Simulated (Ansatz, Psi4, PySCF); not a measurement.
H4F3NSi2 (SMILES N[SiH2][Si](F)(F)F), singlet, at a GFN2-xTB geometry, atoms displaced at random by about 0.08 Å a coordinate. Base run: HF/6-31G, gradient (PySCF).

The PySCF input:
```python
from pyscf import gto, scf

mol = gto.M(
    atom='''
Si    0.72946324    0.22179551    0.01204807
F     1.25338037   -0.53799811    1.38928998
F     0.91204806    1.78884006    0.45894614
F     1.82493042   -0.20631119   -1.06901901
Si   -1.44449302   -0.51879904   -0.67587814
N    -2.72138518   -0.23696592    0.30733695
H    -1.57382929    0.25876266   -2.07702340
H    -1.26022536   -2.04035271   -1.04368351
H    -2.72366003   -0.72029067    1.23119368
H    -3.10175472    0.68124824    0.29732478
''',
    basis='6-31g',
    verbose=4,
)

mf = scf.RHF(mol)
mf.kernel()
g = mf.nuc_grad_method()
grad = g.kernel()
```

Programs used: Ansatz (a program for electronic structure), Psi4, PySCF; a row that names a program was run with it.

The coordinate followed is y of atom 7.

The base run was repeated with changes; each row names its change, and settings that it needs were set with it.

```json
[
 {"change": "base", "dE/dx (Eh/bohr)": "0.015164", "net force (Eh/bohr)": "0.000000"},
 {"change": "density fitting = on; auxbasis_response = off", "dE/dx (Eh/bohr)": "0.015156", "net force (Eh/bohr)": "0.001301"},
 {"change": "conv_tol = 1e-6", "dE/dx (Eh/bohr)": "0.015165", "net force (Eh/bohr)": "0.000000"},
 {"change": "conv_tol = 1e-4", "dE/dx (Eh/bohr)": "0.015172", "net force (Eh/bohr)": "0.000000"},
 {"change": "conv_tol = 1e-11", "dE/dx (Eh/bohr)": "0.015164", "net force (Eh/bohr)": "0.000000"},
 {"change": "finite difference step (bohr) = 1e-4; conv_tol = 1e-11", "dE/dx (Eh/bohr)": "0.015164", "net force (Eh/bohr)": "-"},
 {"change": "code = ansatz", "dE/dx (Eh/bohr)": "0.015164", "net force (Eh/bohr)": "0.000000"},
 {"change": "code = psi4", "dE/dx (Eh/bohr)": "0.015165", "net force (Eh/bohr)": "0.000000"},
 {"change": "finite difference step (bohr) = 0.05; conv_tol = 1e-11", "dE/dx (Eh/bohr)": "0.015159", "net force (Eh/bohr)": "-"},
 {"change": "finite difference step (bohr) = 1e-3; conv_tol = 1e-11", "dE/dx (Eh/bohr)": "0.015164", "net force (Eh/bohr)": "-"},
 {"change": "density fitting = on", "dE/dx (Eh/bohr)": "0.015160", "net force (Eh/bohr)": "0.000000"},
 {"change": "finite difference step (bohr) = 0.2; conv_tol = 1e-11", "dE/dx (Eh/bohr)": "0.015087", "net force (Eh/bohr)": "-"}
]
```

The net force is zero for an exact gradient.
